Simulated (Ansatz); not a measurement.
`[F][SnH]([SH])[Cl]` → `[SH]`• + `[F][SnH][Cl]`• at 500 K and 1 bar (homolysis of the S–Sn bond).

Program: Ansatz. Geometries: PBE0-D4/def2-TZVP. ΔE: electronic, gas phase. CCSD(T)/CBS is the MP2 limit (def2-TZVPP, def2-QZVPP) plus CCSD(T) − MP2 in def2-TZVPP, frozen cores. This one scheme is used for every species. No spin–orbit coupling; open shells (•) take unrestricted orbitals. def2 core potentials past Kr. For Sn outer-core shells are correlated without core-valence functions, which leaves a few kJ/mol of doubt a bond. Each species was taken in one conformer, which may not be the lowest.

```csv
species,CCSD(T)/CBS energy (Eh),H − E (kJ/mol),S (J/(mol·K))
`[F][SnH]([SH])[Cl]`,-1172.67563,91.6,413.7
`[SH]`•,-398.31908,30.7,213.0
`[F][SnH][Cl]`•,-774.23433,50.7,346.8
```

H − E and S are ideal-gas, rigid-rotor, harmonic terms from PBE0-D4/def2-TZVP, for one conformer and one mirror image of each species, with the whole ground term of open shells counted as degenerate. 1 Eh = 2625.50 kJ/mol, R = 8.31446 J/(mol·K).

Q: By hand: ΔE, ΔH, ΔS and ΔG.

A: ΔE = (-398.31908) + (-774.23433) − (-1172.67563) = 0.12222 Eh = 320.9 kJ/mol. Δ(H − E) = 30.7 + 50.7 − 91.6 = -10.2, so ΔH = 310.7 kJ/mol. ΔS = 213.0 + 346.8 − 413.7 = 146.1 J/(mol·K). ΔG = 310.7 − 500 × (146.1)/1000 = 237.6 kJ/mol.

Q: By hand: the equilibrium constant, and the temperature at which ΔG would vanish if ΔH and ΔS stayed fixed.

A: log₁₀ K = −ΔG/(RT ln 10) = -24.8. ΔG = 0 at ΔH/ΔS = 2127 K.

The number of gas molecules changes by +1, which sets the sign of ΔS. A doubt of 5 kJ/mol in ΔE shifts log₁₀ K by 0.5 here. Other conformers and mirror images would add mixing entropy, several J/(mol·K) or more a flexible species. These are equilibria of isolated gas molecules and say nothing of rates. Largest T1 diagnostic: 0.017 (customary marks: 0.02 for closed shells, 0.045 for open ones).
